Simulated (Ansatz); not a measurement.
Ansatz (a quantum-chemistry and plane-wave program) input (CCSD(T)/def2-SVPD):

Ansatz 0.2 input:
```yaml
crystal:
  periodic: [false, false, false]
  atoms:
    - {symbol: Cd, position_ang: [0.29017189, 0.00121112, -0.04132036]}
    - {symbol: F, position_ang: [-0.94757699, 1.37515812, -1.06981703]}
    - {symbol: F, position_ang: [-0.60000641, -1.38161743, 1.29019226]}
basis:
  gaussian:
    orbitals: def2-SVPD
total_charge: -1
magnetization: {spin_polarized: true, initial_magnetization: 1}
correlation: {method: ccsd_t, electrons: outside_noble_gas}
output: {forces: true}
```

End of the output:

```
cycle   3  -18.76332507 eV  change    3.7e-5 eV  update   6.4e-4
cycle   4  -18.76409217 eV  change   -7.7e-4 eV  update   1.9e-4
cycle   5  -18.76442120 eV  change   -3.3e-4 eV  update   7.5e-5
cycle   6  -18.76438407 eV  change    3.7e-5 eV  update   2.6e-5
cycle   7  -18.76437400 eV  change    1.0e-5 eV  update   1.4e-5
cycle   8  -18.76437282 eV  change    1.2e-6 eV  update   5.1e-6
cycle   9  -18.76437137 eV  change    1.5e-6 eV  update   1.9e-6
perturbative correction -0.42177014 eV, -0.0154997666 hartree
the calculation of the forces begins
mean field evaluation 64: about -9949.2488 eV, gradient 6.1e-6 eV
Total energy: -9968.43491004 eV, -366.3332260962 hartree
Atom 0 at     0.290172     0.001211    -0.041320 Å, force    -0.018215    -0.000076     0.002594 eV/Å
Atom 1 at    -0.947577     1.375158    -1.069817 Å, force     0.018680    -0.075887     0.063701 eV/Å
Atom 2 at    -0.600006    -1.381617     1.290192 Å, force    -0.000465     0.075963    -0.066295 eV/Å
Dipole moment:     0.593867     0.002479    -0.084566 e Å
```

The spin state was set by rule; other spins were not relaxed.
